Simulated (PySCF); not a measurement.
**Radial density of Dy²³⁺ (dysprosium, charge +23)**

UHF, [Kr] 4d7, high-spin 4F determinant. Calculation: PySCF 2.14, in an uncontracted even-tempered set (20 s from 1.4 bohr⁻², ratio 2.5; 14 p from 1.8 bohr⁻², ratio 2.5; 9 d from 1.8 bohr⁻², ratio 2.5; 4 f from 10 bohr⁻², ratio 2.7; 4 g from 15 bohr⁻², ratio 2.7); the spin-free X2C one-electron Hamiltonian (Gaussian nucleus).

```tsv
r (bohr)	4πr²ρ (e/bohr)	4πr²(ρα − ρβ)
0.0194	84.50	0.0026
0.0325	80.24	0.0436
0.0547	113.4	0.3819
0.0921	99.67	1.7660
0.155	99.12	2.4708
0.261	66.61	-0.0304
0.438	40.39	6.6302
0.737	14.99	3.1756
1.24	0.1128	0.0317
2.09	2.675e-05	0.0000
```

Densities and radii are taken from the X2C orbitals without a picture-change correction, which distorts them close to the nucleus.

Spin-orbit coupling is strong in this species (close to jj coupling), so the high-spin LS determinant is a model state, not a physical level.

Question: Where is the radial spin density 4πr²(ρα − ρβ) most negative, and why is it negative at all?

Answer: Around r = 0.261 bohr, down to -0.0304 e/bohr: exchange with the open shell polarises the paired shells in an unrestricted calculation.
